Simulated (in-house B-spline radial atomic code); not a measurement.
Computed with a B-spline radial atomic code. Model: two electrons, singlet ground state, non-relativistic, full CI in B-splines with partial waves to l = 8 (at full coupling up to 3e-4 hartree above the limit, correlation up to 0.6 % small), density held at that of full coupling by Lieb maximisation.

W(λ) is the mean repulsion in the state of coupling λ less the Hartree energy of the fixed density. Its start is exact exchange, its initial slope is twice the second-order Görling-Levy correlation energy, and its area from 0 to 1 is E_xc. A straight curve means weak, dynamic correlation, and a curve that drops fast and flattens means strong correlation.

Command:
```bash
python run_ac.py task.json out
```
Settings (lengths in bohr, energies in hartree):
```
potential              coulomb
strength               4
lmax                   8
wall_radius            0.7
```

Run time, properties included: 1.2 s on 1 thread of Intel(R) Xeon(R) Processor @ 2.30GHz (shared host).

**W = mean repulsion less Hartree energy, and W of three functionals.**

Given: confinement point charge; nuclear charge 4; hard wall radius 0.7 bohr; external potential -Z/r.

Computed: PBE exchange minus exact 124.03 millihartree; SCAN exchange minus exact 12.258 millihartree.

```
coupling  W xc (hartree)  W xc minus exchange (millihartree)  kinetic minus Kohn-Sham (millihartree)  LDA (PW92) W minus its exchange (millihartree)  PBE W minus its exchange (millihartree)  SCAN W minus its exchange (millihartree)
       0         -3.1968                                   0                                       0                                               0                                        0                                         0
    0.02         -3.1986                               -1.88                                       0                                          -14.78                                    -2.42                                     -1.91
    0.05         -3.2014                              -4.691                                     0.1                                          -31.35                                    -6.07                                     -4.74
    0.12          -3.208                             -11.199                                     0.7                                          -62.67                                   -14.58                                    -11.25
    0.25         -3.2199                             -23.108                                     2.9                                         -109.27                                   -30.27                                    -23.05
     0.4         -3.2333                             -36.568                                     7.2                                         -153.78                                   -48.05                                    -36.27
     0.6         -3.2508                              -54.06                                      16                                          -204.4                                   -71.12                                    -53.34
     0.8               ?                                   ?                                       ?                                               ?                                        ?                                         ?
       1         -3.2843                             -87.566                                    42.7                                         -288.09                                  -115.03                                    -85.82
     1.4          -3.316                             -119.22                                    80.6                                         -357.43                                  -156.05                                   -116.37
       2               ?                                   ?                                       ?                                               ?                                        ?                                         ?
       3         -3.4267                             -229.94                                   321.1                                         -562.18                                  -296.28                                   -223.28
     4.5         -3.5118                             -315.09                                   638.5                                         -698.73                                  -401.74                                   -306.44
       7         -3.6248                             -428.04                                  1281.4                                         -866.48                                  -540.48                                   -419.06
      10         -3.7272                             -530.49                                    2145                                         -1012.2                                  -667.06                                    -524.1
```

(1) What belongs in the row 0.8?

(2) What belongs in the row 2?

(3) What is the LDA exchange minus exact?

**Energy parts, natural occupations and partial-wave weights.**

Computed: exchange energy -3.1968 hartree; correlation energy -0.044857 hartree; kinetic part of the DFT correlation energy 0.042709 hartree; initial slope twice GL2 -0.09416 hartree; kinetic part over minus potential part 0.48773; Hartree energy 6.3935 hartree; Lieb Oxford ratio E_xc over LDA exchange 1.1873.

| natural | occupation of the shell (electrons) |
| --- | --- |
| s | 1.9982 |
| p | 0.0014662 |
| s | 0.00022623 |
| d | 7.6917e-05 |
| p | ? |
| f | 1.0432e-05 |

(4) What belongs in the row p?

```
wave      weight
   s      0.9992
   p           ?
   d  4.1002e-05
   f  5.8194e-06
   g  1.3902e-06
```

(5) What belongs in the row p?

(6) What is the total energy?

(7) What is the Kohn-Sham kinetic?

## Answers

(1) W xc (hartree): -3.2678; W xc minus exchange (millihartree): -71.053; kinetic minus Kohn-Sham (millihartree): 27.9; LDA (PW92) W minus its exchange (millihartree): -248.54; PBE W minus its exchange (millihartree): -93.45; SCAN W minus its exchange (millihartree): -69.84.

(2) W xc (hartree): -3.3603; W xc minus exchange (millihartree): -163.54; kinetic minus Kohn-Sham (millihartree): 155.8; LDA (PW92) W minus its exchange (millihartree): -444.73; PBE W minus its exchange (millihartree): -212.73; SCAN W minus its exchange (millihartree): -159.08.

(3) 466.44 millihartree.

(4) occupation of the shell (electrons): 2.4649e-05.

(5) weight: 0.0007462.

(6) -9.4989 hartree.

(7) 25.878 hartree.

Half-way to full coupling W has made 52 % of its drop, against 50 % for a straight line, and second-order (GL2) theory, half the initial slope, overshoots the correlation energy by about 5 %: correlation is weak here. Over couplings 0 to 1 the errors in E_xc come to about +341 millihartree for LDA, +110 millihartree for PBE, +13 millihartree for SCAN, so SCAN is nearest. In LDA and PBE the errors of exchange and correlation have opposite signs, so the sum is smaller than the larger of the two.
